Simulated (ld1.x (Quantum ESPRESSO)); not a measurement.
What the settings do to the TM potential of palladium (Pd)

Base potential:

ld1.x (Quantum ESPRESSO) 7.5 input, shortened:

```
&input
   title='Pd', zed=46., rel=0, dft='PZ', iswitch=3,
   config='[Kr] 4d10 5s0'
 /
 &inputp
   pseudotype=2, tm=.true., lloc=0,
   nlcc=.true., new_core_ps=.true., rcore=0.65
 /
3
4P  2  1   6.00   0.00  1.15  1.15  0.0
4D  3  2  10.00   0.00  1.75  1.75  0.0
4S  1  0   2.00   0.00  1.05  1.05  0.0
 &test
   configts(1)='4s2 4p6 4d10 5s0'
 /
```

All-electron outer shells of the reference configuration (LDA (PZ), non-relativistic, ld1.x):

| shell | level (eV) | outermost node (bohr) | outermost maximum (bohr) |
| --- | --- | --- | --- |
| 4s | -78.62 | 0.47 | 0.88 |
| 4p | -49.39 | 0.46 | 0.92 |
| 4d | -4.38 | 0.45 | 1.09 |
| 5s | -3.10 | 1.19 | 2.81 |

Cutoffs, loose and tight: the cutoffs (Ry, on a coarse ladder) from which the occupation-weighted sum of valence levels, in a spherical-Bessel basis at the reference potential, stays within 10 and 1 mRy of its value at 400 Ry. They do not see the model core or the augmentation charge, which bear on the density cutoff. Test errors are all-electron minus pseudo excitation energies from the reference, over the configurations 4s2 4p6 4d9 5s0; 4s2 4p6 4d8 5s0; 4s2 4p6 4d7 5s0; 4s2 4p6 4d9.5 5s0; 4s2 4p5 4d10 5s0; 4s2 4p6 4d9 5s1; 4s2 4p6 4d8 5s1 (two spin-polarised tests are not counted in the largest error). A dash means not determined; rows that change the core or the reference have their own tests.

On the changes marked as counting shells twice: ld1.x takes every shell without a wave as core, so the model core holds the marked electrons as well and exchange and correlation see them twice. This cancels in the reference configuration, but the file is broken for other ones, and its errors say nothing about a proper core correction.

```tsv
change	outcome	cutoff, loose	cutoff, tight	bound ghosts	largest test error (meV)
base	generated	140 Ry	230 Ry	none	+134
functional PBE	generated	140 Ry	230 Ry	none	+128
wave 4d (bound): rc 1.75 bohr becomes 4d (bound): rc 1.30 bohr	generated	140 Ry	230 Ry	none	+135
reference 4s2 4p6 4d9 5s1 5p0 (5s counted twice)	generated	140 Ry	230 Ry	none	-891
local potential all-electron potential smoothed inside 1.35 bohr (lloc = -1)	generated	140 Ry	230 Ry	none	+55
scalar-relativistic; reference 4s2 4p6 4d10 5s0 5p0	generated	140 Ry	230 Ry	none	+168
wave 4p (bound): rc 1.15 bohr becomes 4p (bound): rc 1.44 bohr	generated	120 Ry	230 Ry	none	+134
wave 4s (bound): rc 1.05 bohr becomes 4s (bound): rc 1.28 bohr	generated	140 Ry	180 Ry	none	+510
all radii but the core radius scaled by about 0.72 (s 0.76, p 0.82, d 1.26 bohr)	generated	300 Ry	over 300 Ry	none	+338
core correction Bessel-smoothed model core inside 0.56 bohr	generated	140 Ry	230 Ry	none	+134
type TM semilocal; local potential the p channel	generated	140 Ry	230 Ry	none	+125
```
